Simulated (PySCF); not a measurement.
Calculated properties of `CC1=C(C)OC=CC1`

Species: C₇H₁₀O.
SMILES with atom numbers: `[CH3:1][C:2]1=[C:3]([CH3:4])[O:5][CH:6]=[CH:7][CH2:8]1` (hydrogens: H9, H10, H11 on C1; H12, H13, H14 on C4; H15 on C6; H16 on C7; H17, H18 on C8)

Structural features include: C=C double bond and ether.

From GFN2-xTB geometry:

```
Rotational constants A, B, C of the GFN2-xTB geometry : 2.935, 2.226, 1.296 GHz
```

PBE0/def2-SVPD ground state and vertical TDDFT (core frozen in the response) (PySCF):

```
Dipole moment                                                     : 0.86 D
HOMO energy                                                       : -5.82 eV
LUMO energy                                                       : 0.35 eV
HOMO–LUMO gap                                                     : 6.17 eV
Lowest singlet excitation                                         : 5.03 eV (246 nm, f = 0.026)
Lowest triplet excitation (Tamm–Dancoff)                          : 3.74 eV
Static isotropic polarisability                                   : 83.6 au
Electronic spatial extent ⟨r²⟩ about the centre of nuclear charge : 955 bohr²
```

Monoisotopic mass (most abundant isotopes): 110.0732 u.

The dipole matches unit charges of opposite sign 0.18 Å apart (1 e·Å = 4.8032 D). The principal polarisabilities are 59.9, 91.3 and 99.7 au; their mean is the isotropic value. With B = h/(8π²I), that is 505.379 GHz u Å² over I, the principal moments of inertia are 172.2, 227.0 and 389.8 u Å² (most abundant isotopes). S1 lies 1.14 eV below the HOMO–LUMO gap; its leading configuration is HOMO→LUMO, weight 0.99.

Geometry: GFN2-xTB; no solvent, vibrations or thermal averaging.

For the TDDFT job (PBE0/def2-SVPD), the run took 57 s on Arm Neoverse V1, one thread (shared host).
